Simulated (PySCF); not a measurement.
**Cs⁴⁴⁺: ionisation energy**

Cs⁴⁴⁺ [Ne] 3s1 (2S) → Cs⁴⁵⁺ [Ne] (1S), as a difference of total energies. Computed with PySCF 2.14 in an uncontracted even-tempered set (18 s from 8.8 bohr⁻², ratio 2.5; 12 p from 11 bohr⁻², ratio 2.5; 4 d from 42 bohr⁻², ratio 2.7; 4 f from 63 bohr⁻², ratio 2.7), with scalar relativity by spin-free X2C-1e. Correlated levels: outer shells: 1s2 frozen; virtual orbitals above 40 to 60 times the deepest correlated orbital energy dropped. The calculations carry no spin-orbit coupling.

| method | ionisation energy (eV) |
| --- | --- |
| UHF | 3485.0 |
| MP2 (outer shells) | 3485.8 |
| SCS-MP2 (outer shells) | 3485.6 |
| CCSD (outer shells) | 3485.8 |
| CCSD(T) (outer shells) | 3485.8 |

Breit and QED terms and the two-electron picture change are absent.

For comparison: 3485 ± 4 eV (theoretical estimate listed by NIST; NIST Atomic Spectra Database, ionization energies).
